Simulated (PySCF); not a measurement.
How methods differ on the excitation energy of Nd²⁺

Nd²⁺ [Xe] 4f4 (high-spin determinant) → Nd²⁺ [Xe] 4f3 5d1 (high-spin determinant), as a difference of total energies. All numbers are calculated (PySCF 2.14, scalar relativity by spin-free X2C-1e, in cc-pVDZ-X2C). Correlated levels: valence: [Kr] 4d10 frozen. The calculations carry no spin-orbit coupling.

```
           method  excitation energy (cm⁻¹)
              UHF                    6967.2
    MP2 (valence)                     14285
SCS-MP2 (valence)                     11545
   CCSD (valence)                     12690
CCSD(T) (valence)                     12875
```

A first-order spin-orbit estimate (lowest level to lowest level, LS coupling) adds -0.151 eV.

The coupled-cluster amplitudes are large for the upper state (T1 above 0.03 or a double amplitude above 0.15), so a single reference is strained.

The determinant of the lower state and of the upper state mixes LS terms, which raises its energy above the lowest term, most at the Hartree-Fock and MP2 levels.
